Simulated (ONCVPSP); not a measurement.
**Potentials for Li compared**

Generated with ld1.x 7.5 (TM, RRKJ, ultrasoft, PAW), atompaw 4.2 or ONCVPSP 4.0.1. The cutoff is in Ry: for ld1.x and atompaw files where the sum of valence levels is converged to 10 mRy in a Bessel basis, for ONCV files where the hardest occupied wave has 1 mHa per electron of residual kinetic energy. The error is the largest all-electron minus pseudo excitation energy over each file’s own four to seven test configurations (ionisations up to +4, promotions, holes and added fractions of an electron), all of which were solved. The labels leave out finer settings (local radius, basis sizes, second energies), which also bear on the numbers. Spin-polarised tests are not counted. The rows are a selection from randomly drawn settings: files with unsolved tests, undetermined cutoffs or missed reference levels are left out.

```csv
potential,cutoff (Ry),largest error (meV),bound ghosts
"ONCV, Wu-Cohen, scalar-relativistic, rc 1.30/1.15 (sp), local smoothed, core correction no, reference 1s2 2s1, qcut 8.2/8.3, projectors 2/2",56,+1437,none
"ONCV, LDA (Perdew-Zunger), non-relativistic, rc 0.95/1.05/0.95 (spd), local smoothed, core correction no, reference 1s2 2s0.5, qcut 10.7/7.6/8.9, projectors 2/2/2",96,+509,none
"ONCV, PBEsol, non-relativistic, rc 1.05/0.95/0.85 (spd), local smoothed, core correction no, reference 1s2 2s1, qcut 13.6/7.1/11.1, projectors 3/1/1",108,+501,none
```

Task: Fill in the row for Li: ONCV, PBEsol, scalar-relativistic, rc 0.40/0.45 (sp), local smoothed, core correction no, reference 1s2, qcut 18.2/15.6, projectors 2/3.

Result: cutoff 336 Ry, largest error +18 meV, bound ghosts: none.

Task: Fill in the row for Li: ONCV, Wu-Cohen, scalar-relativistic, rc 0.90/0.80/0.70 (spd), local smoothed, core correction no, reference 1s2 2s1, qcut 16.2/10.5/11.6, projectors 2/2/2.

Result: cutoff 147 Ry, largest error +271 meV, bound ghosts: none.
